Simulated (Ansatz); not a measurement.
Geometry optimisation, RHF/def2-SVP (Ansatz).

input.yaml

```yaml
crystal:
  periodic: [false, false, false]
  atoms:
    - { symbol: W, position_ang: [0.263414, -0.293516, -0.379334] }
    - { symbol: H, position_ang: [0.193426, -0.152416, 2.541354] }
    - { symbol: Cl, position_ang: [2.690663, -0.512615, -0.223273] }
    - { symbol: Cl, position_ang: [0.022625, 2.912897, 0.736677] }
    - { symbol: Cl, position_ang: [-2.060794, 0.268039, -0.368345] }
    - { symbol: F, position_ang: [-0.025919, -1.773987, 0.649052] }
    - { symbol: Cl, position_ang: [0.373364, -0.054869, -2.64814] }
    - { symbol: O, position_ang: [0.809648, 1.462631, 0.391912] }
    - { symbol: H, position_ang: [1.768321, 1.553562, 0.496556] }
    - { symbol: H, position_ang: [0.371753, 0.506472, 2.351942] }
basis:
  gaussian: { orbitals: def2-SVP }
hamiltonian:
  xc: hf
relax:
  f_tol: 0.03
  max_steps: 50
```

Launched with:

```bash
$ ansatz run input.yaml --threads 4 --pin off --max-ram 5120MiB --backend cpu --events-out ev --progress --plain --runs-dir out
```

Where does it end, and by what steps?

The forces met the threshold. After 9 steps the energy has fallen by 0.279 eV; H10 moved furthest, 1.05 Å.

| step | energy less start (eV) | largest force component (eV/Å) | accepted |
| --- | --- | --- | --- |
| 0 | 0.0000 | 1.560 | yes |
| 1 | -0.1836 | 0.631 | yes |
| 2 | -0.2202 | 1.002 | yes |
| 3 | -0.2495 | 0.664 | yes |
| 4 | -0.2673 | 0.162 | yes |
| 5 | -0.2730 | 0.145 | yes |
| 6 | -0.2765 | 0.342 | yes |
| 7 | -0.2784 | 0.113 | yes |
| 8 | -0.2789 | 0.035 | yes |
| 9 | -0.2793 | 0.020 | yes |

```xyz
10
Properties=species:S:1:pos:R:3
W 0.287 -0.287 -0.670
H 0.162 -0.256 3.206
Cl 2.708 -0.501 -0.529
Cl 0.056 2.908 0.696
Cl -2.035 0.271 -0.641
F 0.021 -1.639 0.520
Cl 0.357 -0.164 -2.949
O 0.861 1.522 0.196
H 1.812 1.592 0.337
H 0.179 0.470 3.383
```

Whether the end is a true minimum wasn't checked by a vibrational analysis.

Time of the run: 37 s on 4 threads of Arm Neoverse V2, on a shared host, peak memory 0.52 GiB.
